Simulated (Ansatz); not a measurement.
Cost and result for the atomization energy of Br2Cl2Si (`Cl[Si](Cl)(Br)Br`) (5 atoms, 4 bonds).

| atom | x (Å) | y (Å) | z (Å) |
| --- | --- | --- | --- |
| Cl1 | -1.563 | 0.539 | 1.203 |
| Si2 | -0.002 | 0.027 | 0.019 |
| Cl3 | 1.450 | 1.428 | 0.196 |
| Br4 | 0.783 | -1.919 | 0.647 |
| Br5 | -0.668 | -0.075 | -2.064 |

Total charge 0; spin multiplicity 1. Correlated methods include outer-core shells of Br, which these sets cover unevenly. Scalar relativity is left out up to krypton. The structure was optimised at the PBE0-D4/def2-TZVP level. Program: Ansatz. All runs use 4 threads of an Arm Neoverse V2 on a shared host. Times are those of one run each, without the atoms' runs, and a repeat can differ threefold. Electronic energies, without spin–orbit coupling; frozen cores. CCSD(T)/CBS adds CCSD(T) − MP2 in def2-TZVPP to the MP2 limit, and its time is that of the two runs behind it. T1 = 0.008. With those shells the extrapolation isn't a true limit. HSE06 is the plane-wave form, built on full-range PBE exchange.

CCSD(T)/CBS is a level of theory with its own doubt, some kJ/mol a heavy atom from the limit and from the frozen cores, so smaller differences don't rank the functionals.

```tsv
level	functions	wall time	atomization (kcal/mol)	difference from CCSD(T)/CBS	per bond
LDA (SPW92)/def2-TZVPP	222	1.1 s	414.3	53.1	13.3
PBE-D4/def2-TZVPP (with forces)	222	2.1 s	364.7	3.5	0.9
PBE0-D4/def2-TZVPP	222	4 s	359.8	-1.4	-0.4
HSE06-D4/def2-TZVPP	222	4.2 s	360.1	-1.1	-0.3
CAM-B3LYP-D4/def2-TZVPP	222	4.5 s	345.7	-15.5	-3.9
B2PLYP/def2-TZVPP	222	6 s	344.3	-16.9	-4.2
PBE-QIDH/def2-TZVPP	222	6 s	360.1	-1.1	-0.3
CCSD(T)/def2-SVP	118	6.5 s	315.6	-45.6	-11.4
B97M-V/def2-TZVPP	222	8 s	361.7	0.5	0.1
ωB97X-V/def2-TZVPP	222	9 s	358.3	-2.9	-0.7
MP2/def2-QZVPP	388	17 s	376.0	14.8	3.7
CCSD(T)/def2-TZVPP	222	2.7 min	341.9	-19.3	-4.8
CCSD(T)/CBS(def2)	–	2.9 min	361.2	0.0	0.0
```

At CCSD(T), def2-SVP lies −45.6 kcal/mol from the extrapolated value and def2-TZVPP −19.3 kcal/mol: correlation converges slowly with the basis, and small sets miss more of it in the bonded molecule than in its fragments. The D4 term adds +11.5 kcal/mol with B3LYP and +5.9 kcal/mol with PBE0; it sums over pairs of atoms, weighted by their polarisabilities, and B3LYP, whose exchange is more repulsive, gets the larger term. In def2-TZVPP, CCSD(T) changes the Hartree–Fock value by +86.3 kcal/mol (the triples alone add +10.1 kcal/mol) and MP2 by +109.2 kcal/mol; breaking electron pairs costs correlation energy, which Hartree–Fock lacks.

B3LYP here is the variant with VWN-RPA as its local correlation; programs differ in this.
